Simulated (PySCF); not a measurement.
**Electron correlation in Lu⁵⁶⁺ (lutetium, charge +56)**

[Ne] 3s2 3p3, high-spin 4S determinant. All numbers are calculated (PySCF 2.14, scalar relativity by spin-free X2C-1e, in an uncontracted even-tempered set (17 s from 15 bohr⁻², ratio 2.5; 12 p from 19 bohr⁻², ratio 2.5; 4 d from 74 bohr⁻², ratio 2.7; 4 f from 110 bohr⁻², ratio 2.7)). Frozen: 1s2; 13 electrons correlated; the 20 highest virtual orbitals of each spin left out.

```json
{"level": "CCSD", "correlation energy (mhartree)": "-559.51"}
{"level": "(T)", "correlation energy (mhartree)": "-0.50"}
{"level": "CCSD(T)", "correlation energy (mhartree)": "-560.01"}
```

Diagnostics: T1 = 0.00014, D1 = 0.0004, largest double amplitude 0.016.

Spin-orbit coupling is strong in this species (close to jj coupling), so the high-spin LS determinant is a model state, not a physical level.

Cost of the coupled-cluster step: roughly 40 core-seconds, for 13 correlated electrons.

At this charge the one-electron X2C treatment keeps the bare 1/r₁₂, with no two-electron picture change or Breit term. The effect here is smaller than on the frozen 1s shell; and a scalar Hamiltonian misses the large spin-orbit splitting of the p shells, which matters for ns² → np² pairs.

Spin-orbit coupling is strong in this species, so the high-spin LS determinant is a model state.
